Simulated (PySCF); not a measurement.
A PySCF script (with the pyscf-properties extension) for the NMR shieldings of `C[C@@H]1C=C(C(N)=O)C[SiH2]1`, C₆H₁₁NOSi, on a GFN2-xTB geometry:

```python
import basis_set_exchange as bse
import numpy as np
from pyscf import gto, dft
from pyscf.prop import nmr

atoms = """
C    -2.149984    1.335860   -0.064894
C    -1.287013    0.393915    0.777165
C     0.169163    0.653887    0.528094
C     0.947870   -0.334929    0.097292
C     2.411209   -0.221485   -0.135114
N     2.847371    1.006008   -0.522051
O     3.177956   -1.152722    0.005034
C     0.336576   -1.696900   -0.085427
Si   -1.495164   -1.472012    0.378223
H    -1.936954    2.377761    0.173719
H    -3.205161    1.152138    0.123147
H    -1.958761    1.182504   -1.125016
H    -1.498374    0.610006    1.830083
H     0.540541    1.651063    0.725720
H     3.831407    1.136420   -0.686202
H     2.220038    1.769412   -0.692626
H     0.494809   -2.036010   -1.110350
H     0.870719   -2.407582    0.545918
H    -2.406892   -1.690689   -0.748332
H    -1.914505   -2.245969    1.548644
"""
names = dict.fromkeys(["C", "N", "O", "Si", "H"], "pcSseg-1")
basis = {el: gto.basis.parse(bse.get_basis(n, elements=[el], fmt="nwchem")) for el, n in names.items()}
mol = gto.M(atom=atoms, basis=basis, charge=0, verbose=0)
mf = dft.RKS(mol, xc="PBE0")
mf.grids.level = 2
mf.grids.alignment = dft.numint.BLKSIZE   # the property module wants whole blocks of grid points
mf.conv_tol = 1e-9
mf.kernel()

calc = nmr.RKS(mf)   # GIAO
C = mf.mo_coeff
Co = C[:, mf.mo_occ > 0]
resp = mf.gen_response(singlet=True, hermi=2)
def vind(x):   # induced exchange potential for any number of trial vectors
    d = np.einsum("pi,xij,qj->xpq", C, 2 * x.reshape(-1, C.shape[1], Co.shape[1]), Co, optimize=True)
    return np.einsum("xpq,pi,qj->xij", resp(d - d.transpose(0, 2, 1)), C, Co, optimize=True).ravel()
mo1, _ = nmr.rhf.solve_mo1(calc, with_cphf=vind)
sigma = calc.kernel(mo1)
for i, s in enumerate(sigma):   # ppm
    w = np.linalg.eigvalsh((s + s.T) / 2)
    print("%2d %-2s iso %8.1f  s11 %8.1f  s22 %8.1f  s33 %8.1f" % (i, mol.atom_pure_symbol(i), w.mean(), *w))
```

Problem. What does it print?

Solution. 
```
 0 C  iso    165.7  s11    154.0  s22    159.5  s33    183.6
 1 C  iso    157.7  s11    140.8  s22    153.5  s33    178.9
 2 C  iso     39.2  s11    -62.9  s22     51.9  s33    128.5
 3 C  iso     40.2  s11    -57.0  s22     58.6  s33    119.1
 4 C  iso     18.1  s11    -72.6  s22     30.7  s33     96.3
 5 N  iso    156.3  s11     68.0  s22    155.3  s33    245.6
 6 O  iso    -81.5  s11   -382.1  s22   -204.3  s33    341.8
 7 C  iso    170.3  s11    152.5  s22    163.4  s33    194.9
 8 Si iso    373.9  s11    329.3  s22    369.5  s33    423.0
 9 H  iso     30.3  s11     25.6  s22     28.0  s33     37.2
10 H  iso     30.3  s11     25.5  s22     28.0  s33     37.4
11 H  iso     30.8  s11     26.9  s22     29.6  s33     35.8
12 H  iso     29.3  s11     25.7  s22     27.1  s33     35.2
13 H  iso     25.4  s11     23.5  s22     24.1  s33     28.7
14 H  iso     27.2  s11     22.9  s22     23.0  s33     35.7
15 H  iso     26.5  s11     20.8  s22     27.3  s33     31.4
16 H  iso     29.9  s11     25.6  s22     28.0  s33     36.2
17 H  iso     29.2  s11     23.6  s22     27.9  s33     36.1
18 H  iso     27.6  s11     24.4  s22     25.9  s33     32.6
19 H  iso     27.3  s11     23.9  s22     24.9  s33     33.0
```

These numbers come from an equivalent density-fitted implementation of the same equations, which agrees with the script to about 0.01 ppm for H and up to a few tenths of a ppm for heavy atoms, so last digits may differ.

Problem. Turn these shieldings into chemical shifts. Scale: ¹³C (186.93 ppm), ²⁹Si (349.16 ppm), ¹H (31.72 ppm) against TMS; ¹⁵N (267.73 ppm) vs NH3; ¹⁷O (336.08 ppm) vs H2O (reference shieldings calculated alike).

Solution. Averaging equivalent atoms: C 4: 168.8; C 2: 147.7; C 3: 146.7; C 1: 29.2; C 0: 21.2; C 7: 16.7; N 5: 111.4; O 6: 417.6; Si 8: -24.8; H 13: 6.27; H 15: 5.24; H 14: 4.52; H 19: 4.46; H 18: 4.11; H 17: 2.52; H 12: 2.37; H 16: 1.78; H 9/10/11: 1.27 ppm. Unscaled 17O shifts of doubly bonded oxygen tend to come out too high, by tens of ppm or more. Experimental scales use liquid or dissolved standards, which lie at an offset from isolated NH3 (liquid NH3: subtract about 20 ppm) and H2O (liquid H2O: subtract about 36 ppm).

Size and cost of the density-fitted run: 215 basis functions, 60 s wall time on 1 thread of an Arm Neoverse V1, shared host; peak memory 1 GiB.
